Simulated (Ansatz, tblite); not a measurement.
Spin states of the cluster SiTe₂ (the lowest singlet isomer of a short search), each relaxed with r2SCAN-D4/def2-TZVP in Ansatz. Electronic energies in the gas phase.

In the def2 sets Te takes a core potential; there is no spin–orbit coupling. The xTB rows come from tblite. Correlated methods freeze 13 core orbitals; core or outer-core shells of Te are correlated, in sets that lack core-valence functions. In CCSD on the charge 0 quintet the largest single amplitude is 0.30, so its Hartree–Fock determinant may place the open shell otherwise than the density functionals do. The structure comes from a short search, and lower isomers may exist.

Singlet geometry (C2v within 0.1 Å):

| atom | x (Å) | y (Å) | z (Å) |
| --- | --- | --- | --- |
| Si1 | -0.229 | 0.783 | 1.107 |
| Te2 | 1.492 | -0.266 | -0.357 |
| Te3 | -1.263 | -0.517 | -0.750 |

Triplet geometry (C2v within 0.1 Å):

Cartesian coordinates in Å:
```
Si -0.487 0.792 -0.890
Te 1.522 0.550 0.587
Te -1.035 -1.342 0.303
```

Quintet geometry (C2v within 0.1 Å):

| atom | x (Å) | y (Å) | z (Å) |
| --- | --- | --- | --- |
| Si1 | 1.170 | 0.044 | 0.230 |
| Te2 | -0.805 | -1.078 | 1.210 |
| Te3 | -0.365 | 1.034 | -1.440 |

⟨S²⟩: triplet 2.06 at PBE0-D4/def2-TZVP (pure 2.00), quintet 6.02 at PBE0-D4/def2-TZVP (pure 6.00).

Run but left out: HF/def2-TZVP, HF/def2-TZVPP, MP2/def2-TZVP, MP2/def2-TZVPP (triplet: ⟨S²⟩ 2.32, where a pure state has 2.00).

Only these spin states were relaxed. The quintet has other bonds than the singlet, so the gap mixes isomer and spin.

(1) Estimate which spin state lies lowest at each of these levels, and by how much: GFN1-xTB; GFN2-xTB; LDA (SPW92)/def2-TZVP; PBE-D4/def2-TZVP; r2SCAN-D4/def2-TZVP; PBE0-D4/def2-TZVP; RPA@PBE/def2-TZVP; CCSD/def2-TZVPP.

Results:

(1) 
```
                level  triplet − singlet (kJ/mol)  quintet − singlet (kJ/mol)  lowest of these                                  remarks
             GFN1-xTB                       178.6                       429.6          singlet                                        –
             GFN2-xTB                       172.7                       362.9          singlet                                        –
LDA (SPW92)/def2-TZVP                       112.8                       284.6          singlet                                        –
     PBE-D4/def2-TZVP                        95.1                       250.2          singlet                                        –
  r2SCAN-D4/def2-TZVP                        89.5                       232.7          singlet                                        –
    PBE0-D4/def2-TZVP                        98.6                       252.9          singlet                                        –
    RPA@PBE/def2-TZVP                        96.9                       257.6          singlet                                        –
      CCSD/def2-TZVPP                       101.4                       269.9          singlet  spin-contaminated (⟨S²⟩ 2.32) (triplet)
```

Change of the quintet − singlet gap on mixing in exact exchange, in kJ/mol: PBE to PBE0 (25 % exact exchange) 2.7. The xTB methods have no term that favours high spin, so they put low spin too low.
